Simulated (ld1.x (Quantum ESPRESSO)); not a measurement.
# Cl: one change to a PAW potential, before and after

- Element: chlorine
- Generator: ld1.x (Quantum ESPRESSO) 7.5
- Type: PAW
- Functional: PBE
- Relativity: scalar-relativistic
- Frozen core: [Ne]
- Valence charge: 7
- Reference configuration: 3s2 3p3 (charge +2)
- Partial waves: 3s (bound): rcut 1.25, rcutus 1.35 bohr; 3s channel at -0.05 Ry: rcut 1.25, rcutus 1.35 bohr; 3p (bound): rcut 0.80, rcutus 1.00 bohr; 3p channel at -1.3 Ry: rcut 0.80, rcutus 1.00 bohr
- Local potential: all-electron potential smoothed inside 0.85 bohr (lloc = -2)
- Core correction: Bessel-smoothed model core inside 0.95 bohr
- Augmentation charge: PSQ, inside the norm-conserving radii

Change: local potential all-electron potential smoothed inside 1.42 bohr (lloc = -2).

Cutoffs: the cutoffs (Ry, on a coarse ladder) from which the occupation-weighted sum of valence levels, in a spherical-Bessel basis at the reference potential, stays within 10 and 1 mRy of its value at 400 Ry; they do not see the model core or the augmentation charge, which bear on the density cutoff. Errors are all-electron minus pseudo energies relative to the spin-unpolarised reference configuration.

Predict the effect on cutoff, ghosts and configuration errors.

The potential gets neither clearly harder nor softer (55 Ry and 70 Ry → 55 Ry and 70 Ry); both files keep a bound ghost (p); of the 7 tests that both files solve, the error grows in 7 and shrinks in 0 by more than 15 % and 0.3 meV (median size 2.3 → 9.1 meV). The local part now departs from the all-electron potential out to 1.42 bohr, far beyond the p radius of 1.00 bohr, and whatever the projectors do not describe feels it: the likely cause.

| quantity | base | changed |
| --- | --- | --- |
| cutoff, loose | 55 Ry | 55 Ry |
| cutoff, tight | 70 Ry | 70 Ry |
| bound ghosts | p | p |
| error for 3s2 3p5, meV [ΔE -39.32 eV] | -2.3 | -8.1 |
| error for 3s2 3p4, meV [ΔE -25.45 eV] | -0.5 | -2.7 |
| error for 3s2 3p2, meV [ΔE 38.31 eV] | -8.9 | -12 |
| error for 3s2 3p1, meV [ΔE 90.55 eV] | -43 | -52 |
| error for 3s1 3p6, meV [ΔE -27.17 eV] | -2.3 | -9.5 |
| error for 3s2 3p4.5, meV [ΔE -33.74 eV] | -1.5 | -5.6 |
| error for 3s2 3p5.3, meV [ΔE -41.46 eV] | -2.5 | -9.1 |
| lowest overlap eigenvalue by channel | s 0.42, p 0.79 | s 0.46, p 0.84 |

 A true bound ghost makes a file unfit for plane-wave use even where its test errors are small: the radial tests pick states by their node count and pass the ghost by.
